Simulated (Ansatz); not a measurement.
`B[SiH2]N[SiH2]F` + `O[SiH2][SiH3]` → `F[SiH2]O[SiH2][SiH3]` + `B[SiH2]N`  (ligand exchange at the Si–N bond)

Computed with Ansatz on PBE0-D4/def2-TZVP structures; ΔE is electronic, products minus reactants. CCSD(T)/CBS is the MP2 limit (def2-TZVPP, def2-QZVPP) plus CCSD(T) − MP2 in def2-TZVPP, frozen cores. DFT in def2-TZVPP. B3LYP here is the variant with VWN-RPA as its local correlation; programs differ in this. One conformer a species, not always the lowest.

(1) Is it downhill or uphill in electronic energy at CCSD(T)/CBS, and by how much? (An estimate is asked.)

(2) What do these levels give: r2SCAN-D4, B3LYP-D4, ωB97X-V, PBE, r2SCAN, HF/def2-TZVPP, SCS-MP2/def2-TZVPP, CCSD(T)/def2-TZVPP, MP2/def2-QZVPP, SCS-MP2/def2-QZVPP, HF/CBS(def2), MP2/CBS(def2)? (Estimate.)

Largest T1 diagnostic among the species: 0.012.

Answers

(1) The calculation gave: Downhill: ΔE = -13.2 kcal/mol.

(2) The calculation gave: r2SCAN-D4 -11.9, B3LYP-D4 -13.9, ωB97X-V -12.7, PBE -10.9, r2SCAN -12.0, HF/def2-TZVPP -20.7, SCS-MP2/def2-TZVPP -14.1, CCSD(T)/def2-TZVPP -13.0, MP2/def2-QZVPP -12.8, SCS-MP2/def2-QZVPP -14.4, HF/CBS(def2) -21.2, MP2/CBS(def2) -12.8 kcal/mol.

From PBE to PBE0 (25 % exact exchange), in def2-TZVPP and without D4, ΔE moves by −1.1 kcal/mol. In def2-TZVPP, CCSD(T) changes the Hartree–Fock value by +7.8 kcal/mol (the triples alone add +1.3 kcal/mol) and MP2 by +8.2 kcal/mol.
